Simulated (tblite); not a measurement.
Compound: C3H7NSi2.
SMILES with atom numbers: `[CH2:1]=[CH:2][SiH2:3][SiH2:4][C:5]#[N:6]` (hydrogens: H7, H8 on C1; H9 on C2; H10, H11 on Si3; H12, H13 on Si4)

Structure optimised with GFN2-xTB, isolated species.

(1) Give the optimised bond lengths and angles.

Answers

(1) 
```tsv
bond	length (bohr)
C1=C2	2.502
C2–Si3	3.560
Si3–Si4	4.377
Si4–C5	3.530
C5≡N6	2.167
C1–H7	2.040
C1–H8	2.040
C2–H9	2.049
Si3–H10, Si3–H11	2.780
Si4–H12, Si4–H13	2.775
```

Bonds in one row agree within 0.02 bohr and their mean is given. A selection of angles:
```tsv
angle	degrees
C2–C1–H7	122.5
C2–C1–H8	122.1
H7–C1–H8	115.3
C1–C2–Si3	125.2
C1–C2–H9	118.1
Si3–C2–H9	116.7
C2–Si3–Si4	111.8
C2–Si3–H10	108.3
Si4–Si3–H10	112.3
Si4–Si3–H11	110.2
H10–Si3–H11	106.6
Si3–Si4–C5	109.8
Si3–Si4–H12	115.5
C5–Si4–H12	103.0
H12–Si4–H13	107.9
Si4–C5–N6	178.2
```

Dihedral angles: C1–C2–Si3–Si4 -11° (synperiplanar); C2–Si3–Si4–C5 54° (synclinal). The mirror-image conformer, all signs reversed, is as good.

Si3 (SiH2 silicon) is tetrahedral (angles from 106.6° to 112.3°). Si4 (SiH2 silicon) is distorted tetrahedral (angles from 102.8° to 116.3°). Of the pairs four or more bonds apart, Si4···H8 is among the closest relative to their van der Waals radii: 3.12 Å, 94 % of the sum of Bondi's values.

Point group: C1 (no symmetry element, even within 0.4 Å). Its GFN2-xTB frequencies are all real (lowest 28 cm⁻¹). The numbers are those of one conformer. 3 starts were optimised and ended at 0.00, 0.46 and 0.86 kcal/mol (GFN2-xTB); the lowest of these is shown.

The numbers are calculated, not measured.
